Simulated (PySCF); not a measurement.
## Electron correlation in Zn²⁺ (zinc, charge +2)

[Ar] 3d9 4p1, one real determinant (an excited configuration). Calculation: PySCF 2.14, in ANO-RCC-VTZP (6s5p3d2f1g, 59 functions); the spin-free X2C one-electron Hamiltonian (Gaussian nucleus). Frozen: [Ar]; 10 electrons correlated.

MP2 pair energies summed by pair of shells (mhartree):

| pair | energy | share (%) |
| --- | --- | --- |
| 3d-3d | -324.56 | 94.4 |
| 3d-4p | -19.38 | 5.6 |

Total MP2 correlation energy: -343.94 mhartree.

Same-spin part -130.33 and opposite-spin part -213.61 mhartree; SCS-MP2 scales them by 1/3 and 6/5 to -299.78 mhartree.

The reference is one real determinant that mixes LS terms of this configuration.
